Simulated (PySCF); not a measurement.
# Mayer bond orders and bond lengths

Compound: C8H8N2.
SMILES with atom numbers: `[CH3:1][c:2]1[cH:3][cH:4][c:5]2[cH:6][n:7][nH:8][c:9]2[cH:10]1` (hydrogens: H11, H12, H13 on C1; H14 on C3; H15 on C4; H16 on C6; H17 on N8; H18 on C10)

Structure used (GFN2-xTB), in Å, numbered top down from 1:
```xyz
18
C8H8N2 angstrom
C      2.7694   -0.3286   -0.3476
C      1.3149   -0.0582   -0.1082
C      0.9486    1.1046    0.5987
C     -0.3592    1.4224    0.8627
C     -1.3532    0.5538    0.4040
C     -2.7704    0.4955    0.4482
N     -3.2131   -0.5735   -0.1619
N     -2.1437   -1.2431   -0.6180
C     -0.9824   -0.6121   -0.3086
C      0.3489   -0.9266   -0.5684
H      3.3079   -0.3686    0.5986
H      3.2090    0.4693   -0.9453
H      2.9115   -1.2714   -0.8698
H      1.7368    1.7608    0.9392
H     -0.6203    2.3165    1.4083
H     -3.4541    1.1891    0.8957
H     -2.2713   -2.1018   -1.1267
H      0.6119   -1.8218   -1.1125
```

Bond orders from the PBE0/pcSseg-1 density (PySCF). Isolated species at its GFN2-xTB geometry, gas phase.

(1) How far do the computed orders between heavy atoms stray from the drawn ones?

(2) Give the Mayer order of every bond, beside its length.

## Answers

(1) The largest departure is 0.526, at N8–C9 (drawn aromatic, 0.974), counting aromatic bonds as 1.5. The bonds drawn aromatic range from 0.97 to 1.62.

(2) 
| bond | drawn as | length (Å) | Mayer order |
| --- | --- | --- | --- |
| C1–C2 | single | 1.499 | 1.070 |
| C2–C3 | aromatic | 1.409 | 1.329 |
| C3–C4 | aromatic | 1.372 | 1.538 |
| C4–C5 | aromatic | 1.397 | 1.277 |
| C5–C6 | aromatic | 1.419 | 1.256 |
| C6–N7 | aromatic | 1.308 | 1.620 |
| N7–N8 | aromatic | 1.342 | 1.180 |
| N8–C9 | aromatic | 1.357 | 0.974 |
| C9–C10 | aromatic | 1.392 | 1.331 |
| C10–C2 | aromatic | 1.378 | 1.481 |
| C9–C5 | aromatic | 1.416 | 1.161 |
| C1–H11 | single | 1.089 | 0.950 |
| C1–H12 | single | 1.090 | 0.949 |
| C1–H13 | single | 1.087 | 0.959 |
| C3–H14 | single | 1.081 | 0.968 |
| C4–H15 | single | 1.079 | 0.983 |
| C6–H16 | single | 1.072 | 0.994 |
| N8–H17 | single | 1.006 | 0.940 |
| C10–H18 | single | 1.080 | 0.943 |

Bonds between the same two heavy elements. C–C: lowest C1–C2 (1.070, 1.499 Å), highest C3–C4 (1.538, 1.372 Å); in 2 of the 28 pairs the longer bond (by over 0.003 Å) has the higher order (by 0.02 or more). C–N: lowest N8–C9 (0.974, 1.357 Å), highest C6–N7 (1.620, 1.308 Å).

Task: Sum the orders of all bonds at each heavy atom with more than one neighbour and set the sums beside the valence in the SMILES.

Result: C1 3.928 (drawn 4), C2 3.880 (drawn 4), C3 3.835 (drawn 4), C4 3.798 (drawn 4), C5 3.694 (drawn 4), C6 3.870 (drawn 4), N7 2.800 (drawn 3), N8 3.094 (drawn 3), C9 3.466 (drawn 4), C10 3.755 (drawn 4). Orders between atoms that aren't bonded are not in these sums.

The Mayer order sums products of elements of PS (density times overlap matrix) between the two atoms' basis functions, so it depends on the basis set.
